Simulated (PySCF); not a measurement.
## Radial density of Cr¹⁴⁺ (chromium, charge +14)

TPSSh, [Ne], closed-shell 1S. All numbers are calculated (PySCF 2.14, the non-relativistic Hamiltonian (point nucleus), in an even-tempered Gaussian basis (18 s from 2.4 bohr⁻², ratio 2.2; 11 p from 3.1 bohr⁻², ratio 2.2; 6 d from 18 bohr⁻², ratio 2.4; 5 f from 27 bohr⁻², ratio 2.4; 5 g from 40 bohr⁻², ratio 2.4)).

```tsv
r (bohr)	4πr²ρ (e/bohr)
0.00102	0.1143
0.00171	0.3128
0.00288	0.8366
0.00484	2.155
0.00813	5.204
0.0137	11.29
0.0230	20.50
0.0387	27.87
0.0651	25.35
0.110	21.04
0.184	28.72
0.310	20.99
0.521	3.228
0.877	0.03934
```
